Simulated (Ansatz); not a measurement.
Species: HF2InS, SMILES `[F][In]([F])[SH]` (F–In–S–H torsion 0°) (charge 0, multiplicity 1).

Task: Give a relaxed geometry from PBE-D3(BJ)/def2-TZVP (Ansatz, an electronic-structure program).

Result: This is not unique; one that fits is the end point of this relaxation, one of several conformers (outside a Z-matrix the atoms follow the SMILES, hydrogens last).
Z-matrix (Å, degrees):
```
In
F 1 1.9554
F 1 1.9606 2 112.35
S 1 2.3650 2 124.96 3 180.00
H 4 1.3568 1 90.93 2 -180.00
```
